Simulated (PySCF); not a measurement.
C₂H₃Cl₃Si, SMILES Cl[Si](C=C)(Cl)Cl.

The structure is a stationary point at TPSSh-D3(BJ)/def2-SVP. One conformer was computed; it need not be the lowest.

All values below come from PySCF with TDDFT-PBE/def2-SVPD.

Vertical excitations. The molecule is in vacuum. State labels are in the subgroup Cs.

### Question
Give excitation energies, oscillator strengths and character. (An estimate is asked for; the answer gives what the named calculation found.)

### Answer

| state | symmetry | energy (eV) | λ (nm) | f | main pairs |
|---|---|---|---|---|---|
| S1 | A' | 5.53 | 224 | 0.004 | HOMO−1→LUMO 99 % |
| S2 | A' | 5.83 | 213 | 0.057 | HOMO−4→LUMO 60 %, HOMO→LUMO 39 % |
| S3 | A" | 5.84 | 212 | 0.002 | HOMO−2→LUMO 64 %, HOMO−3→LUMO 35 % |
| S4 | A" | 5.94 | 209 | 0.005 | HOMO−3→LUMO 64 %, HOMO−2→LUMO 34 % |
| S5 | A" | 6.28 | 198 | 0.000 | HOMO→LUMO+1 98 % |
| S6 | A" | 6.43 | 193 | 0.002 | HOMO−5→LUMO 98 % |
| S7 | A' | 6.45 | 192 | 0.014 | HOMO−6→LUMO 97 % |
| S8 | A" | 6.70 | 185 | 0.000 | HOMO−1→LUMO+1 98 % |
| S9 | A' | 6.91 | 180 | 0.048 | HOMO−2→LUMO+1 48 %, HOMO→LUMO 20 %, HOMO−4→LUMO 17 %, HOMO→LUMO+4 8 % |
| S10 | A' | 6.94 | 179 | 0.220 | HOMO−2→LUMO+1 49 %, HOMO→LUMO 27 %, HOMO−4→LUMO 16 % |
| T1 | A' | 4.22 | 294 | 0 | HOMO→LUMO 92 % |
| T2 | A' | 5.46 | 227 | 0 | HOMO−1→LUMO 100 % |
| T3 | A" | 5.49 | 226 | 0 | HOMO−2→LUMO 96 % |
| T4 | A" | 5.84 | 212 | 0 | HOMO−3→LUMO 96 % |
Triplets are in the Tamm–Dancoff approximation, which puts them higher than full response would, so one can lie above its singlet here.
